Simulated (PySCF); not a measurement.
```xyz
4
charge 0 multiplicity 2, angstrom
Te    0.0000    0.0110   -0.0134
H     0.0000   -0.2791    1.6201
H     1.7051   -0.5559    0.0758
H    -1.7051   -0.5559    0.0758
```

All numbers come from PySCF, UPBE0, basis Te def2-TZVP with ECP28, H def2-TZVP (scalar-relativistic core potentials, no spin–orbit coupling, density fitting).

This geometry of TeH3 is a stationary point at this level.

Task: What is the point group?

Result: Cs.

Task: Is it a minimum?

Result: Yes: all harmonic wavenumbers are real.

Task: What are the dipole moment and the gap between the highest occupied and lowest empty levels of either spin?

Result: 0.13 D and 3.01 eV.

Task: Give the ideal-gas entropy at 298.15 K and 1 bar by parts.

Result: translation 169.8, rotation 70.3, vibration 3.7, spin 5.8; total 249.7 J/(mol K).

Task: What is the atomisation energy, with and without zero-point energy?

Result: 609 kJ/mol without, 566 kJ/mol with.

This need not be the most stable arrangement of these atoms. With an element this heavy the missing spin–orbit coupling can shift these numbers.
